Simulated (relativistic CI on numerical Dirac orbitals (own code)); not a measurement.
# Ligand-field terms of d4

Computed with a parametric ligand-field model of a d^n configuration (Racah B and C, spin-orbit zeta, crystal field), exact diagonalisation.

Field parameters in Wybourne normalisation: Oh B⁴₀ = 21Dq, B⁴₄ = √(5/14) B⁴₀. The field is a parameter set, without covalency.

Problem. Lowest levels for B = 350, C = 1590, ζ = 2150 cm⁻¹, Oh, 10Dq = 34250 cm⁻¹?

Solution. A1 0 (S 0.98), T1 2049 (S 1.01), T2 3668 (S 0.91), E 3753 (S 0.94), T2 8724 (S 0.25), E 8936 (S 0.20), A1 15857 (S 0.14), A2 27641 (S 1.98), T2 27655 (S 1.97) cm⁻¹, with S from ⟨S²⟩ = S(S + 1). The ground level has 0.04 electrons in the cubic e pair.

Problem. Lowest levels for B = 900, C = 3620, ζ = 90 cm⁻¹, Oh, 10Dq = 14600 cm⁻¹?

Solution. A1 0 (S 2.00), T1 1 (S 2.00), E 2 (S 2.00), T2 2 (S 2.00), A2 3 (S 2.00), A1 6944 (S 1.00), T1 6982 (S 1.00), T2 7055 (S 1.00), E 7056 (S 1.00) cm⁻¹, with S from ⟨S²⟩ = S(S + 1). The ground level has 1.00 electrons in the cubic e pair.

Problem. Lowest levels for B = 590, C = 3060, ζ = 70 cm⁻¹, Oh, 10Dq = 5750 cm⁻¹?

Solution. A1 0 (S 2.00), T1 1 (S 2.00), E 1 (S 2.00), T2 2 (S 2.00), A2 2 (S 2.00), T2 5717 (S 2.00), T1 5717 (S 2.00), A1 5718 (S 2.00), T1 5770 (S 2.00) cm⁻¹, with S from ⟨S²⟩ = S(S + 1). The ground level has 1.00 electrons in the cubic e pair.

Problem. Lowest levels for B = 540, C = 2620, ζ = 760 cm⁻¹, Oh, 10Dq = 33300 cm⁻¹?

Solution. A1 0 (S 1.00), T1 478 (S 1.00), T2 1200 (S 1.00), E 1203 (S 1.00), T2 8548 (S 0.02), E 9156 (S 0.01), A2 18386 (S 2.00), T2 18394 (S 2.00), E 18403 (S 2.00) cm⁻¹, with S from ⟨S²⟩ = S(S + 1). The ground level has 0.02 electrons in the cubic e pair.

Problem. Lowest levels for B = 350, C = 1230, ζ = 550 cm⁻¹, Oh, 10Dq = 26850 cm⁻¹?

Solution. A1 0 (S 1.00), T1 362 (S 1.00), T2 872 (S 0.99), E 880 (S 1.00), T2 4765 (S 0.03), E 5131 (S 0.02), A1 10536 (S 0.02), A2 19470 (S 2.00), T2 19473 (S 2.00) cm⁻¹, with S from ⟨S²⟩ = S(S + 1). The ground level has 0.01 electrons in the cubic e pair.
